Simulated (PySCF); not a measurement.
# Relaxation of quintet [Ti2Cl]+

Method: UPBE/[Cl def2-SVP, Ti def2-SVP], no relativity, density fitting, PySCF. A (50,194) grid was used.

A start at the PBE minimum, of Cs symmetry, held to at least that symmetry:

```xyz
3
charge 1 multiplicity 5, angstrom
Cl   -0.1200    0.0000   -1.5237
Ti    1.2128    0.0000    0.6335
Ti   -1.1253    0.0000    0.4778
```

**Question.** What forces act on the atoms at the start (eV/Å)?

**Answer.** 
| atom | Fx | Fy | Fz |
| --- | --- | --- | --- |
| Cl1 | 0.49 | 0.00 | -0.39 |
| Ti2 | -0.08 | 0.00 | -0.26 |
| Ti3 | -0.41 | 0.00 | 0.65 |

**Question.** What does it relax to?

**Answer.** It ends at Cs with Cl–Ti 2.338 Å, Cl–Ti 2.434 Å, Ti–Ti 2.347 Å; Cl–Ti–Ti 58.5°, Cl–Ti–Ti 62.6°, Ti–Cl–Ti 58.9°. No frequency check is given, so it may be a saddle point.

**Question.** How much energy is released, and in how many steps?

**Answer.** 4.8 kJ/mol in 6 steps.

With open d or f shells other occupations or spin states may lie lower.
